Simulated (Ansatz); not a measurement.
Consider the formal exchange of groups at the Se–C bond: `C=CC[Se]C=C` + `CC` → `C=C[Se]CC` + `C=CC`.

Calculated with Ansatz (gas phase, PBE0-D4/def2-TZVP geometries, no zero-point term in ΔE). CCSD(T)/CBS is the MP2 limit (def2-TZVPP, def2-QZVPP) plus CCSD(T) − MP2 in def2-TZVPP, frozen cores. This one scheme is used for every species. For Se outer-core shells are correlated without core-valence functions, which leaves a few kJ/mol of doubt a bond. Scalar relativity is left out up to krypton. One conformer a species, not always the lowest.

```
      species  HF/def2-QZVPP energy (Eh)
`C=CC[Se]C=C`                -2593.91344
         `CC`                  -79.26588
  `C=C[Se]CC`                -2556.05501
       `C=CC`                 -117.12546
```

Problem. Work out ΔE.

Solution. ΔE = (-2556.05501) + (-117.12546) − (-2593.91344) − (-79.26588) = -0.00115 Eh = -0.03 eV. CCSD(T)/CBS gives -0.01 eV.

Largest T1 diagnostic among the species: 0.011.
